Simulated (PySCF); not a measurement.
**Two-component Hartree-Fock for Ar¹⁶⁺ (argon, charge +16)**

Start: 1s2. Calculated with PySCF 2.14 in an even-tempered Gaussian basis (17 s from 1.3 bohr⁻², ratio 2.6; 10 p from 1.7 bohr⁻², ratio 2.6; 6 d from 1.8 bohr⁻², ratio 2.8; 3 f from 85 bohr⁻², ratio 2.8): generalised Hartree-Fock with the X2C-1e Hamiltonian and a Gaussian nucleus; spin-orbit coupling (SO) screened by Boettger's factors.

```json
{"spinor shell": "1s1/2", "electrons": "2", "ε, screened SO (eV)": "-4122.9", "weight of nominal j (screened SO)": "1.000", "rms radius, screened SO (bohr)": "0.0977"}
```

```tsv
quantity	screened SO
E (hartree)	-314.16178
M_J	0
⟨J²⟩	0.000
⟨L²⟩	0.000
⟨S²⟩	0.000
```
